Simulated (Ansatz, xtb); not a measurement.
Species: Pb₂H (charge -1, singlet). It need not be the lowest isomer of its formula. Whether it binds its extra electron was not tested at this geometry. 
Structure (B3LYP-D3(BJ)/def2-TZVP (Ansatz, a quantum-chemistry and plane-wave program) minimum search):
```
Pb
H 1 1.8237
Pb 1 2.6812 2 180.00
```
Charge -1, spin multiplicity 1.

Harmonic wavenumbers from GFN2-xTB (xtb, at its own minimum), cm⁻¹: 245, 296, 296, 1184.

**Question.** Give the harmonic wavenumbers at B3LYP-D3(BJ)/def2-TZVP (Ansatz, finite differences of forces, unscaled).

**Answer.** 105, 105, 161, 1532 cm⁻¹. Zero-point energy 2.7 kcal/mol.

**Question.** From these and the geometry, give the ideal-gas thermochemistry at 298.15 K and 1 atm (rigid rotor, harmonic oscillator).

**Answer.** Point group C∞v, rotational symmetry number 1. Rotational constants 0.6695, 0.6695 GHz. S(trans) 43.96, S(rot) 20.14, S(vib) 9.26, S(elec, spin only) 0.00, S 73.4 cal/(mol K). H(298) - H(0) 3.38 kcal/mol; G - E(el) -15.8 kcal/mol.
